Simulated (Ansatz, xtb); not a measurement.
## C3H6N2OSi2: which of two isomers lies lower

Structure X: `N#C[C@H]1[SiH2]N[SiH2]C1=O`, a singlet. Structure Y: `C#C[Si@H](N)O[SiH2]C#N`, a singlet. Both are isolated molecules in the gas phase, relaxed with r2SCAN-D4/def2-SVP; the shapes shown needn't be the lowest conformers.

X (Å):

```xyz
14

C    -0.9914    2.7231    0.6099
C    -0.6072    1.3499    0.8351
C     0.9002    1.0496    0.5908
N    -1.3068    3.8216    0.3891
N    -0.4387   -1.2890    0.0248
O     1.7263    1.9109    0.4192
Si   -1.5873    0.0162   -0.1438
Si    1.1995   -0.8686    0.4609
H    -0.7948    1.0769    1.8946
H    -1.8219    0.4811   -1.5410
H    -2.8934   -0.2885    0.5047
H    -0.7097   -2.2460   -0.1894
H     2.2234   -1.1561   -0.5828
H     1.6480   -1.4620    1.7571
```

Y (Å):

```xyz
14

C     1.3940   -1.3445   -1.3329
C     0.2895   -0.8235   -1.3514
C    -1.3291   -3.6489    0.3829
N    -1.3322    1.5435   -1.1808
N    -1.0166   -4.6650   -0.0935
O    -2.1689   -0.9309   -0.0347
Si   -1.4160   -0.1549   -1.3215
Si   -1.8318   -2.0236    1.1488
H     2.3671   -1.8040   -1.3237
H    -2.2000   -0.4910   -2.5314
H    -0.6649    2.0007   -0.5687
H    -2.1281    2.1372   -1.3874
H    -3.0559   -2.2848    1.9439
H    -0.7009   -1.5989    2.0157
```

Problem. Which of the two would you expect CCSD(T)/def2-SVP + ΔMP2/def2-TZVPP electronic energies to favour?

Solution. Structure Y; the calculation gives E(Y) − E(X) = −1.436 eV.

How the difference moves with the method:

```csv
level,geometry,E(Y) − E(X) (eV),departure from the last row (eV),"job, with rough time for the two"
r2SCAN-D4/def2-SVP,r2SCAN-D4/def2-SVP,−0.600,+0.836,"optimisation, 2.8 min"
HF/def2-SVP,r2SCAN-D4/def2-SVP,−1.276,+0.160,part of the CCSD(T) run
MP2/def2-SVP,r2SCAN-D4/def2-SVP,−1.025,+0.411,part of the CCSD(T) run
CCSD(T)/def2-SVP,r2SCAN-D4/def2-SVP,−0.910,+0.526,single point
CCSD(T)/def2-SVP + ΔMP2/def2-TZVPP,r2SCAN-D4/def2-SVP,−1.436,,"single point, 92 s"
```

As drawn, Y has 1 C≡C, 2 O–Si, 1 N–H in place of 2 C–C, 1 N–Si, 1 C=O, 1 Si–H. Structure X has a 5-membered ring, Y no ring.

The levels shown agree on the order. The largest departure from CCSD(T)/def2-SVP + ΔMP2/def2-TZVPP is that of r2SCAN-D4/def2-SVP, 0.836 eV. A small imaginary or near-zero mode remains, so no thermal terms are given. Levels run at GFN2-xTB geometries aren't shown. The last row adds to CCSD(T) the change of the MP2 difference between the two basis sets, here −0.526 eV, a large step that makes the value less sure.

The correlated steps freeze 16 core orbitals. Programs: Ansatz 0.2.0, xtb 6.7.1; the last row on 4 threads of Arm Neoverse V1 on a shared host.
